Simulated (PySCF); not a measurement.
GeOBr2, SMILES [O]=[Ge]([Br])[Br]. Geometry optimised at PBE-D3(BJ)/def2-SVP.

Computed equilibrium geometry at PBE-D3(BJ)/def2-SVP (PySCF confirms it by a frequency run) as bond lengths and angles, and its point group:
point group C2v.
Atoms: Ge1 O2 Br3 Br4. Bond lengths (Å): Ge1–O2 1.648, Ge1–Br3 2.300, Ge1–Br4 2.300. Angles (°): O2–Ge1–Br3 126.0, O2–Ge1–Br4 126.0, Br3–Ge1–Br4 108.1.
Charge 0, spin multiplicity 1.
